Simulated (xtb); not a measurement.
Harmonic IR lines of one isomer of CH$_{4}$N$_{2}$Si, unscaled. Level of theory: GFN2-xTB (xtb).

```json
[
 {"wavenumber (cm⁻¹)": "85", "relative intensity": "7.6"},
 {"wavenumber (cm⁻¹)": "190", "relative intensity": "14"},
 {"wavenumber (cm⁻¹)": "272", "relative intensity": "8.7"},
 {"wavenumber (cm⁻¹)": "416", "relative intensity": "16"},
 {"wavenumber (cm⁻¹)": "467", "relative intensity": "22"},
 {"wavenumber (cm⁻¹)": "551", "relative intensity": "23"},
 {"wavenumber (cm⁻¹)": "733", "relative intensity": "13"},
 {"wavenumber (cm⁻¹)": "752", "relative intensity": "43"},
 {"wavenumber (cm⁻¹)": "847", "relative intensity": "59"},
 {"wavenumber (cm⁻¹)": "1147", "relative intensity": "4.9"},
 {"wavenumber (cm⁻¹)": "1286", "relative intensity": "59"},
 {"wavenumber (cm⁻¹)": "1775", "relative intensity": "52"},
 {"wavenumber (cm⁻¹)": "2321", "relative intensity": "100"},
 {"wavenumber (cm⁻¹)": "2882", "relative intensity": "32"},
 {"wavenumber (cm⁻¹)": "2957", "relative intensity": "24"}
]
```

### Question
Which structure gives these lines?
A) `N#C[SiH2]N`
B) `[H]/N=[SiH]/N=C`
C) `N=C=N[SiH3]`
D) `N#CN[SiH3]`

### Answer
B, `[H]/N=[SiH]/N=C`
